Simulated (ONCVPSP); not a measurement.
# An all-electron radial function and its pseudo partner (I)

Columns: radius, all-electron u(r) and pseudo u(r) of the 4d shell (level -50.28 eV) of iodine in the configuration [Ar] 3d10 4s2 4p6 4d10 5s2 5p5; PBE, scalar-relativistic, ONCV scheme, ONCVPSP 4.0.1.

| r (bohr) | all-electron | pseudo |
| --- | --- | --- |
| 0.075 | -0.2427 | 0.0061 |
| 0.150 | -0.5820 | 0.0454 |
| 0.225 | -0.5683 | 0.1397 |
| 0.300 | -0.2767 | 0.2908 |
| 0.375 | 0.1148 | 0.4820 |
| 0.450 | 0.4851 | 0.6853 |
| 0.525 | 0.7778 | 0.8705 |
| 0.600 | 0.9794 | 1.0143 |
| 0.675 | 1.0953 | 1.1046 |
| 0.750 | 1.1421 | 1.1430 |
| 0.825 | 1.1374 | 1.1371 |
| 0.900 | 1.0972 | 1.0969 |
| 0.975 | 1.0343 | 1.0340 |
| 1.050 | 0.9585 | 0.9582 |
| 1.125 | 0.8768 | 0.8766 |
| 1.200 | 0.7942 | 0.7940 |
| 1.275 | 0.7137 | 0.7135 |
| 1.350 | 0.6374 | 0.6373 |
| 1.425 | 0.5666 | 0.5664 |
| 1.500 | 0.5016 | 0.5015 |
| 1.575 | 0.4427 | 0.4426 |
| 1.650 | 0.3896 | 0.3895 |
| 1.725 | 0.3422 | 0.3421 |
| 1.800 | 0.2999 | 0.2999 |
| 1.875 | 0.2625 | 0.2624 |
| 1.950 | 0.2294 | 0.2293 |

(1) How many radial nodes do the two functions have?

(2) At about which radius was the pseudo-wave matched?

(3) Is the pseudo-wave norm-conserving?

Results:

(1) The all-electron 4d function has n − l − 1 = 1; the pseudo-wave has 0, since the states of the same l below it are removed with the core.

(2) 0.85 bohr, where the columns begin to agree (steps of 0.07 bohr).

(3) Yes: the ONCV scheme keeps the norm inside the radius equal to the all-electron one, which fixes the energy derivative of the logarithmic derivative at the level.
